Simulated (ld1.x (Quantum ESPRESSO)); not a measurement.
## fluorine (F): one change to an ultrasoft potential, before and after

fluorine (F), ultrasoft, made with ld1.x (Quantum ESPRESSO) 7.5 (PBE, scalar-relativistic). Core [He], reference 2s1.75 2p5.25. Waves: 2s (bound): rcut 0.50, rcutus 0.65 bohr; 2s channel at -1.8 Ry: rcut 0.50, rcutus 0.65 bohr; 2p (bound): rcut 0.95, rcutus 1.30 bohr; 2p channel at -0.05 Ry: rcut 0.95, rcutus 1.30 bohr; 3d channel at 0.45 Ry: rcut 1.05, rcutus 1.15 bohr; 3d channel at 1.55 Ry: rcut 1.05, rcutus 1.15 bohr. Local part: all-electron potential smoothed inside 0.90 bohr (lloc = -1). Core correction: Bessel-smoothed model core, default radius (core density twice the valence density). Augmentation charge: PSQ, radius 0.40 bohr.

All-electron outer shells of the reference configuration (PBE, scalar-relativistic, ld1.x):

```
shell  level (eV)  outermost node (bohr)  outermost maximum (bohr)
   1s     -663.53                      –                      0.11
   2s      -30.02                   0.24                      0.76
   2p      -11.22                      –                      0.71
```

Change: local potential all-electron potential smoothed inside 1.15 bohr (lloc = -2).

Cutoffs: the cutoffs (Ry, on a coarse ladder) from which the occupation-weighted sum of valence levels, in a spherical-Bessel basis at the reference potential, stays within 10 and 1 mRy of its value at 400 Ry; they do not see the model core or the augmentation charge, which bear on the density cutoff. Errors are all-electron minus pseudo energies relative to the spin-unpolarised reference configuration.

Task: Predict the effect on cutoff, ghosts and configuration errors.

Result: The potential gets neither clearly harder nor softer (80 Ry and 110 Ry → 80 Ry and 110 Ry); of the 7 tests that both files solve, the error grows in 0 and shrinks in 3 by more than 15 % and 0.3 meV (median size 2.6 → 1.0 meV); neither file shows a bound ghost.

| quantity | base | changed |
| --- | --- | --- |
| cutoff, loose | 80 Ry | 80 Ry |
| cutoff, tight | 110 Ry | 110 Ry |
| bound ghosts | none | none |
| error for 2s2 2p5, meV [ΔE -4.70 eV] | +1.0 | +1.0 |
| error for 2s2 2p4, meV [ΔE 14.69 eV] | +2.6 | -0.5 |
| error for 2s2 2p3, meV [ΔE 53.08 eV] | +11 | -11 |
| error for 2s1 2p6, meV [ΔE 14.11 eV] | +7.9 | +8.1 |
| error for 2s2 2p5.3, meV [ΔE -7.37 eV] | +1.1 | +1.0 |
| error for 2s2 2p4.5, meV [ΔE 2.84 eV] | +1.3 | +0.8 |
| error for 2s1 2p5, meV [ΔE 33.79 eV] | +6.4 | +4.8 |
| s: phases at 1.40 bohr within 0.05 rad from the reference energy up to (Ry; the scan ends near 5) | 4.6 | to the end of the scan |
| p: phases at 1.40 bohr within 0.05 rad from the reference energy up to (Ry; the scan ends near 5) | to the end of the scan | to the end of the scan |
| d: phases at 1.40 bohr within 0.05 rad from the reference energy up to (Ry; the scan ends near 5) | to the end of the scan | to the end of the scan |
| lowest overlap eigenvalue by channel | s 0.55, p 0.95, d 0.68 | s 0.30, p 0.89, d 0.98 |
